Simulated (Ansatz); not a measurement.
Wavefunction ladder for C₂H₈OSSi (`OCSC[SiH3]`)

```xyz
13

O     1.435    1.483   -1.291
C     1.349    1.142    0.063
S     1.298   -0.633    0.377
C    -0.279   -1.035   -0.421
Si   -1.725   -0.699    0.733
H     2.197    1.030   -1.664
H     0.443    1.614    0.445
H     2.205    1.501    0.646
H    -0.344   -0.482   -1.361
H    -0.239   -2.097   -0.675
H    -1.682    0.709    1.205
H    -3.023   -0.924    0.037
H    -1.636   -1.607    1.904
```

The species carries charge 0 and has multiplicity 1. The structure was optimised at the PBE0-D4/def2-TZVP level. It is one conformer, not always the lowest. Frozen core, restricted reference, Ansatz. CBS rows extrapolate triple and quadruple zeta; past MP2 they add the triple-zeta difference.

| basis | HF (Eh) | MP2 corr. | CCSD corr. | (T) | CCSD(T) total |
| --- | --- | --- | --- | --- | --- |
| def2-SVP | -841.36457 | -0.70708 | -0.77179 | -0.02183 | -842.15819 |
| def2-TZVPP | -841.79083 | -0.89672 | -0.95395 | -0.03887 | -842.78365 |
| def2-QZVPP | -841.81860 | -0.96409 | – | – | – |
| CBS(def2) | -841.82242 | -1.01399 | -1.07121 | as TZ | -842.93250 |
